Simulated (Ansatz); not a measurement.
H$_{8}$O$_{2}$Si$_{2}$Sn, singlet, geometry from GFN2-xTB (such geometries of metal compounds can be far from the true shape) (all electrons, no relativity), with bond 10-4 at 2.4 times its length; SC-NEVPT2/STO-3G, CASSCF(6,4) in Ansatz (a quantum-chemistry and plane-wave program).

The Ansatz input:
Ansatz 0.2 input:
```yaml
crystal:
  periodic: [false, false, false]
  atoms:
    - {symbol: O, position_ang: [-0.14183579, -0.93210062, 1.79798882]}
    - {symbol: Sn, position_ang: [-0.00163497, -0.03832602, -0.00833552]}
    - {symbol: O, position_ang: [-0.03721818, -1.75902386, -1.12388876]}
    - {symbol: Si, position_ang: [2.50533341, 0.63252136, -0.00539761]}
    - {symbol: Si, position_ang: [-2.40978342, 0.89673555, -0.25615849]}
    - {symbol: H, position_ang: [-0.19032237, -1.88276536, 1.74669746]}
    - {symbol: H, position_ang: [0.01518568, -1.68390834, -2.07190165]}
    - {symbol: H, position_ang: [3.35018416, -0.52765629, 0.27021510]}
    - {symbol: H, position_ang: [2.71183848, 1.67293309, 1.00116073]}
    - {symbol: H, position_ang: [3.33871973, 1.96123665, -3.16057499]}
    - {symbol: H, position_ang: [-2.56062744, 1.47714186, -1.59622735]}
    - {symbol: H, position_ang: [-2.60493263, 1.95873837, 0.72990814]}
    - {symbol: H, position_ang: [-3.39742344, -0.16493579, -0.07403633]}
basis:
  gaussian:
    orbitals: STO-3G
magnetization: {spin_polarized: false}
correlation: {method: sc_nevpt2, electrons: all, active_space: {window: {electrons: 6, orbitals: 4}}}
```

What the program printed (banner, timings and long lists left out):

```
Functional definition: HF
802 factors; integrals over basis functions are off by at most 3.6e-5 eV
mean field evaluation 1: about -181940.3508 eV, gradient 3.5e1 eV
mean field evaluation 2: about -181940.4304 eV, gradient 3.5e1 eV
mean field evaluation 4: about -181945.8056 eV, gradient 1.5e1 eV
mean field evaluation 8: about -181949.4550 eV, gradient 2.5e-1 eV
mean field evaluation 16: about -181947.8811 eV, gradient 8.1e-5 eV
mean field -181949.45557520 eV, -6686.5191626181 hartree, gradient 3.6e-6 eV, S^2 0.000000; 1 other end points of the search recorded, 0 dependent functions left out; unrestricted orbitals would lower it
reference -181949.45557520 eV, -6686.5191626181 hartree; 51, 51 occupied and 12, 12 virtual orbitals, 802 factors
state -181954.59856078 eV, -6686.7081638521 hartree
state -181954.59856078 eV, -6686.7081638521 hartree; corrected -181959.22014355 eV, -6686.8780038861 hartree
WARN: 2 active orbitals are nearly empty or full. The corrections depend on them more than the energy does, and are more stable in an active space without them
Total energy: -181959.22014355 eV, -6686.8780038861 hartree
```
